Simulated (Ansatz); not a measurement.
Relaxation of Cl₂GaH₄NO (9 atoms, charge 0, multiplicity 1), to a largest force component of 0.03 eV/Å in at most 50 steps.

Theory: Ansatz 0.2.0, RKS PBE/def2-SVP.

```xyz
9
Properties=species:S:1:pos:R:3
Ga 0.193 -0.660 -0.392
Cl -0.093 0.277 2.904
Cl 1.916 0.503 -0.927
O -1.409 -0.096 -0.968
H -2.143 -0.642 -0.629
N 0.459 -2.241 0.636
H -0.221 -3.001 0.523
H 1.411 -2.625 0.600
H 0.173 -0.967 2.466
```

**Question.** Where does it end, and by what steps?

**Answer.** The run converged. The force dipped under the threshold on the way, but the program's further checks kept it going. After 19 steps the energy has fallen by 1.952 eV; H9 moved furthest, 1.42 Å. Parted: Cl2–H9 (1.35 → 3.14 Å). Joined: Ga1–Cl2 (3.44 → 2.19 Å), N6–H9 (2.25 → 1.03 Å).

| step | energy less start (eV) | largest force component (eV/Å) | accepted |
| --- | --- | --- | --- |
| 0 | 0.0000 | 0.866 | yes |
| 1 | -0.1337 | 0.257 | yes |
| 2 | -0.2017 | 1.037 | yes |
| 3 | -0.2693 | 1.370 | yes |
| 4 | -0.4297 | 2.017 | yes |
| 5 | -0.8864 | 2.009 | yes |
| 6 | -1.1966 | 4.049 | yes |
| 7 | -1.5523 | 2.119 | yes |
| 8 | -1.6179 | 1.968 | yes |
| 9 | -1.8156 | 0.633 | yes |
| 10 | -1.8621 | 0.342 | yes |
| 11 | -1.8971 | 0.369 | yes |
| 12 | -1.9226 | 0.302 | yes |
| 13 | -1.9325 | 0.237 | yes |
| 14 | -1.9358 | 0.365 | yes |
| 15 | -1.9436 | 0.182 | yes |
| 16 | -1.9506 | 0.080 | yes |
| 17 | -1.9518 | 0.014 | yes |
| 18 | -1.9507 | 0.229 | no |
| 19 | -1.9519 | 0.009 | yes |

```xyz
9
Properties=species:S:1:pos:R:3
Ga -0.002 -0.220 0.337
Cl -0.265 0.783 2.267
Cl 1.765 0.388 -0.806
O -1.478 -0.772 -0.569
H -1.976 -0.036 -0.967
N 0.507 -2.150 0.921
H -0.206 -2.784 0.529
H 1.431 -2.419 0.557
H 0.510 -2.242 1.946
```

Whether the end is a true minimum wasn't checked by a vibrational analysis.

The run took 24 s on 4 threads of Arm Neoverse V2 (shared host), peak memory 0.18 GiB.
